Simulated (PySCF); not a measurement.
Isomers of C3H4O3Si, mass 115.993 u with the commonest isotopes. Level of theory: CAM-B3LYP/def2-SVPD in PySCF (dipole) on a GFN2-xTB geometry, gas phase. One conformer each, none proved a minimum here; rigid rotors.

Question: Order these by rotational constant A, smallest first.
A. `C1=CO[SiH2]C(O1)=O`
B. `O=C1O[SiH2]C(=O)C1`
C. `C=C1O[SiH2]OC1=O`
D. `[O:1]=[CH:2][C@@H:3]1[O:4][C:5](=[O:6])[SiH2:7]1` with O1–C2–C3–O4 -172°
E. `[O:1]=[C:2]([OH:3])[C:4]#[C:5][SiH2:6][OH:7]` with O1–C2–O3–H 0°, C5–Si6–O7–H 53°

Answer: A (3467 MHz), B (3739 MHz), C (3819 MHz), D (4610 MHz), E (6938 MHz).

Question: Order these by radius of gyration √(Σ m r²/M), largest first.
A. `C=C1O[SiH2]OC1=O`
B. `[O:1]=[C:2]([OH:3])[C:4]#[C:5][SiH2:6][OH:7]` with O1–C2–O3–H 0°, C5–Si6–O7–H 53°
C. `O=C1CC(=O)[SiH2]O1`
D. `[O:1]=[CH:2][C@@H:3]1[O:4][C:5](=[O:6])[SiH2:7]1` with O1–C2–C3–O4 -172°

Answer: B (2.482 Å), D (1.921 Å), C (1.804 Å), A (1.709 Å).

Question: Order these by dipole moment, largest first.
A. `[O:1]=[C:2]([OH:3])[C:4]#[C:5][SiH2:6][OH:7]` with O1–C2–O3–H 0°, C5–Si6–O7–H 53°
B. `C=C1O[SiH2]OC1=O`
C. `O=C1CC(=O)[SiH2]O1`
D. `O=C1OC=CO[SiH2]1`
E. `[O:1]=[CH:2][C@@H:3]1[O:4][C:5](=[O:6])[SiH2:7]1` with O1–C2–C3–O4 -172°

Answer: B (3.73 D), D (3.21 D), E (2.65 D), C (2.42 D), A (1.17 D).

| SMILES | point group | Ia (u·Å²) | Ib (u·Å²) | Ic (u·Å²) | κ | μa (D) | μb (D) | μc (D) |
| --- | --- | --- | --- | --- | --- | --- | --- | --- |
| O=C[C@@H]1OC(=O)[SiH2]1 | C1 | 109.64 | 335.49 | 411.13 | -0.84 | 0.28 | 2.56 | 0.64 |
| C=C1O[SiH2]OC1=O | Cs | 132.33 | 209.76 | 335.68 | -0.22 | 2.93 | 2.31 | 0.00 |
| O=C1OC=CO[SiH2]1 | Cs | 145.75 | 201.59 | 341.14 | 0.03 | 3.15 | 0.60 | 0.00 |
| O=C(O)C#C[SiH2]O | C1 | 72.84 | 648.68 | 707.90 | -0.98 | 0.20 | 0.97 | 0.62 |
| O=C1CC(=O)[SiH2]O1 | C1 | 135.15 | 247.78 | 372.40 | -0.43 | 1.95 | 1.32 | 0.55 |
